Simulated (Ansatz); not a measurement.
The cluster Si3Mo⁺. The state is a doublet with charge 1. Geometry r2SCAN-D4/def2-SVP; atoms count from 1.

Cartesian coordinates in Å:
```
Mo -0.3776 0.7027 -1.0843
Si -1.0666 -0.0900 1.0255
Si 0.2754 -1.4136 -0.5329
Si 1.1688 0.8008 0.5917
```

In the def2 sets Mo takes a core potential; there is no spin–orbit coupling. The charge 1 doublet is spin-contaminated (final ⟨S²⟩ up to 0.85, 0.75 for a pure state). The structure comes from a short search, and lower isomers may exist.

(1) Estimate the Mulliken populations from the PBE0/def2-TZVP orbitals of Ansatz.

(2) Where does the spin sit?

(3) And the Mayer bond orders between bonded heavy atoms (over 0.3)?

## Answers

(1) 
```
atom  charge (e)  spin (α − β)  d electrons
 Mo1        0.59          1.26         4.76
 Si2        0.13          0.00            –
 Si3        0.14         -0.13            –
 Si4        0.14         -0.13            –
```
Mulliken values and Mayer orders depend strongly on the basis.

(2) Summed by element: Mo 1.26, Si -0.26, of 1 unpaired in all. Largest on single atoms: Mo1 1.26, Si3 -0.13, Si4 -0.13.

(3) Mo1–Si2 1.58 (2.36 Å); Mo1–Si3 1.78 (2.28 Å); Mo1–Si4 1.78 (2.28 Å); Si2–Si3 0.69 (2.45 Å); Si2–Si4 0.69 (2.45 Å); Si3–Si4 0.43 (2.64 Å).
